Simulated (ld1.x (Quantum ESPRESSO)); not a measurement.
Which change was made? (S, TM)

ld1.x (Quantum ESPRESSO) 7.5 input, shortened:

```
&input
   title='S', zed=16., rel=0, dft='PBE', iswitch=3,
   config='[Ne] 3s2 3p2'
 /
 &inputp
   pseudotype=2, tm=.true., lloc=-2, rcloc=1.15,
   nlcc=.true., new_core_ps=.true.
 /
2
3S  1  0   2.00   0.00  1.30  1.30  0.0
3P  2  1   2.00   0.00  1.65  1.65  0.0
 &test
   configts(1)='3s2 3p2'
 /
```

Cutoffs, loose and tight: the cutoffs (Ry, on a coarse ladder) from which the occupation-weighted sum of valence levels, in a spherical-Bessel basis at the reference potential, stays within 10 and 1 mRy of its value at 400 Ry. They do not see the model core or the augmentation charge, which bear on the density cutoff. Test errors are all-electron minus pseudo excitation energies from the reference, over the configurations 3s2 3p4; 3s2 3p3; 3s2 3p1; 3s0 3p6; 3s1 3p4; 3s1 3p5; 3s2 3p4.3; variants that change the core or the reference have their own tests.

The base gives: outcome: generated; cutoff, loose: 40 Ry; cutoff, tight: 60 Ry; bound ghosts: none; largest test error (meV): +37.

After one change the result is: outcome: generated; cutoff, loose: 25 Ry; cutoff, tight: 40 Ry; bound ghosts: none; largest test error (meV): +14. Which change was it?
A. reference 3s1 3p5
B. type ultrasoft; waves now 3s (bound): rcut 1.15, rcutus 1.30 bohr; 3s channel at -2.1 Ry: rcut 1.15, rcutus 1.30 bohr; 3p (bound): rcut 1.45, rcutus 1.65 bohr; 3p channel at -1 Ry: rcut 1.45, rcutus 1.65 bohr; local potential all-electron potential smoothed inside 1.25 bohr (lloc = -1); augmentation built from norm-conserving waves at rcut, not smoothed further
C. wave 3s (bound): rc 1.30 bohr becomes 3s (bound): rc 0.80 bohr

B. The others give: reference 3s1 3p5 → outcome: generated; cutoff, loose: 25 Ry; cutoff, tight: 55 Ry; bound ghosts: none; largest test error (meV): +228 | wave 3s (bound): rc 1.30 bohr becomes 3s (bound): rc 0.80 bohr → outcome: generated; cutoff, loose: over 300 Ry; cutoff, tight: over 300 Ry; bound ghosts: s; largest test error (meV): -161.
